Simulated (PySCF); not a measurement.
An excited-state job on `C[O][GeH2][F]`.

Computed with TDDFT PBE0/def2-SVPD, vertical, gas phase, core orbitals frozen in the response (PySCF 2.14.0, density-fitted response routines). Geometry: GFN2-xTB. The command runs a driver script over a list of jobs; the input below is this job's line of settings and its coordinates in Å.

Command:
```bash
OMP_NUM_THREADS=1 python probes_run.py task.json out
```

Input:
```
{"job": {"kind": "uv", "xc": "PBE0", "basis": "def2-SVPD", "nstates": 6, "ntriplets": 2}, "charge": 0, "multiplicity": 1}
C      1.437806     0.089099     0.422282
O      0.225636    -0.602040     0.192883
Ge    -1.340595    -0.019187    -0.254063
F     -2.177769    -1.518039    -0.308499
H      2.183060    -0.662185     0.686165
H      1.343647     0.801443     1.244489
H      1.770703     0.621481    -0.471024
H     -2.021346     0.773821     0.827221
H     -1.407580     0.521599    -1.655678
```

Output:
```
coarse grid: 35440 points
cycle   1  E = -2292.1820595590  dE = -3.086e-01  |g| = 8.874e-01  |ddm| = 3.537e+00
cycle   2  E = -2291.8730831371  dE =  3.090e-01  |g| = 1.582e+00  |ddm| = 2.204e+00
cycle   3  E = -2292.3153006561  dE = -4.422e-01  |g| = 1.093e-01  |ddm| = 1.408e+00
cycle   4  E = -2292.3167718068  dE = -1.471e-03  |g| = 5.582e-02  |ddm| = 1.437e-01
cycle   5  E = -2292.3171812540  dE = -4.094e-04  |g| = 1.675e-02  |ddm| = 5.080e-02
cycle   6  E = -2292.3172255964  dE = -4.434e-05  |g| = 3.185e-03  |ddm| = 1.483e-02
cycle   7  E = -2292.3172273027  dE = -1.706e-06  |g| = 3.031e-04  |ddm| = 2.988e-03
final grid: 73920 points
cycle   8  E = -2292.3171286763  dE = -3.386e-08  |g| = 3.153e-04  |ddm| = 2.099e-03
cycle   9  E = -2292.3171286694  dE =  6.882e-09  |g| = 3.626e-04  |ddm| = 6.584e-04
cycle  10  E = -2292.3171286976  dE = -2.827e-08  |g| = 4.957e-05  |ddm| = 3.598e-04
cycle  11  E = -2292.3171286981  dE = -4.070e-10  |g| = 1.058e-05  |ddm| = 4.414e-05
converged SCF energy = -2292.3171286981

Static polarisability (au): isotropic 46.002, principal 41.792 43.153 53.061

Singlet excitations
state   eV       nm        f      main configurations
  1   6.5507    189.3   0.00057   H->L 0.98
  2   7.3782    168.0   0.00014   H->L+2 0.82, H->L+1 0.15
  3   7.4795    165.8   0.04424   H-1->L 0.97
  4   7.6126    162.9   0.06438   H->L+1 0.84, H->L+2 0.14
  5   8.1820    151.5   0.02339   H-1->L+2 0.78, H-1->L+1 0.19
  6   8.2621    150.1   0.00022   H-2->L 0.83, H->L+3 0.14

Triplet excitations (Tamm-Dancoff, eV): 6.2555 6.8995
```

The SCF starts on a coarse grid where the log names one; the energy can jump when the final grid takes over, and dE then counts from the start density on the new grid. H and L stand for HOMO and LUMO; the number after each pair is its weight.

Give S1 in cm⁻¹ and kJ/mol.

6.5507 eV × 8065.54 = 52835 cm⁻¹; × 96.485 = 632.0 kJ/mol.

Give the mean polarisability as a volume in Å³, and the ratio of the largest to the smallest principal value.

46.002 au × 0.148185 = 6.82 Å³; 53.061/41.792 = 1.27.

Summary of the converged run: HOMO -8.28 eV, LUMO -0.23 eV; lowest singlet 6.55 eV; lowest triplet 6.26 eV (Tamm–Dancoff); mean polarisability 46.0 au.

 Relativistic effects, spin–orbit coupling among them, are left out although an element past zinc is present.

On one thread, Arm Neoverse V1 (aarch64) (shared host), this took 13 s wall and 0.57 GiB of memory at its peak.

One conformer stands for the species.
Labels such as C1 count atoms from 1, the log's own numbers from 0.
